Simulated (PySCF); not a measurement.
**Ionisation energy of Ca by level of theory**

Ca [Ar] 4s2 (1S) → Ca+ [Ar] 4s1 (2S), as a difference of total energies. Calculation: PySCF 2.14, in def2-SVP; the non-relativistic Hamiltonian (point nucleus). Correlated levels: valence: [Ar] frozen. The calculations carry no spin-orbit coupling.

| method | ionisation energy (eV) |
| --- | --- |
| UHF | 5.133 |
| BP86 | 6.259 |
| r2SCAN | 5.857 |
| MP2 (valence) | 5.603 |
| SCS-MP2 (valence) | 5.697 |
| CCSD (valence) | 5.866 |

Problem. How much does correlation contribute at MP2 (valence)?

Solution. 5.603 − (5.133) = 0.470 eV, measured against UHF.

These non-relativistic numbers lack the scalar-relativistic shift.

Errors of the correlated levels include the incompleteness of this basis and the frozen core.

With two correlated electrons CCSD is exact in that space.

The coupled-cluster amplitudes are large for Ca (T1 above 0.03 or a double amplitude above 0.15), so a single reference is strained.

For comparison: 6.113 eV (measured; NIST Atomic Spectra Database, ionization energies).
